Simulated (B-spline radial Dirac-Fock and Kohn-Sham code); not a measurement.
**Run log: Cd⁵⁺**

ΔSCF core binding energies without Breit or QED terms, calculated with a radial B-spline solver. Keys: rel is the Hamiltonian (dirac, or spin-free x2c and nr, where L3 and M5 stand for the whole 2p and 3d shells), method is hf or an exchange,correlation pair (spin-unpolarised, also for the hole states), nuc the nuclear model, radius_factor scales its radius, rmax is the box in bohr, h the logarithmic mesh step, order the B-spline order, points the quadrature points per cell, c_factor scales the speed of light, and damp, ndamp, maxit and tol steer the iteration. The run stops when the commutator error falls below 10·tol·max(1, Z/10), or the numerical noise floor, and the energy has settled to about 1e-8 Ha; the virial ratio is −V/T.

Input (task.json):

```json
{"items": [{"Z": 48, "q": 5, "cfg": [[1, 0, 2], [2, 0, 2], [2, 1, 6], [3, 0, 2], [3, 1, 6], [3, 2, 10], [4, 0, 2], [4, 1, 6], [4, 2, 7]], "A": 114, "rrms": 4.6087, "do": "settings", "holes": ["K", "L3", "M5"],
  "settings": [{"rel": "dirac", "method": "lda,xyz", "nuc": "fermi", "radius_factor": 1.0, "rmax": 45.0, "h": 0.3, "order": 8, "points": 10, "c_factor": 1.0, "maxit": 50, "damp": 0.5, "ndamp": 3, "tol": 1e-08}]}]}
```

Command: `python xray2_run.py task.json out`

The program stops without a result: KeyError: "LibXCFunctional: name 'XYZ' not found.".

Q: One setting is unsound. Which, and why?

A: method names a functional that the program does not serve. With the default settings (Dirac Hartree-Fock): The ground state converged in 10 iterations, with total energy -5586.66335 Ha, virial ratio 1.95347 and highest orbital energy -89.19 eV. ΔSCF binding energies: K (1s) 26883.5 eV, L3 (2p3/2) 3633.7 eV, M5 (3d5/2) 491.9 eV.
